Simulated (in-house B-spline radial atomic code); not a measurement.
**The zinc ion Zn⁵⁺: [Ar] 3d7**

All numbers are computed (non-relativistic RPBE, spin-polarised, spherical fractional occupations; point nucleus) with a B-spline radial code for spherical atoms, not measured.

Screening seen three ways: the hydrogenic charge with the same mean radius, Z_r = [3n² - l(l+1)]/(2<r>), the one with the same energy, Z_e = n√(-2ε), and Slater's rules. Values are occupation-weighted means over spin.

```tsv
shell	electrons	ε (eV)	<r> (bohr)	Z_r	Z_e	Slater
1s	2	-9501.6	0.0511	29.35	26.43	29.70
2s	2	-1229.3	0.2297	26.12	19.01	25.85
2p	6	-1094.6	0.1997	25.04	17.94	25.85
3s	2	-216.19	0.6747	20.01	11.96	18.75
3p	6	-172.83	0.6902	18.11	10.69	18.75
3d	7	-99.49	0.7309	14.37	8.11	9.90
```

The least bound orbital is 3d down at -96.44 eV, and it is also the most diffuse (<r> = 0.7393 bohr).
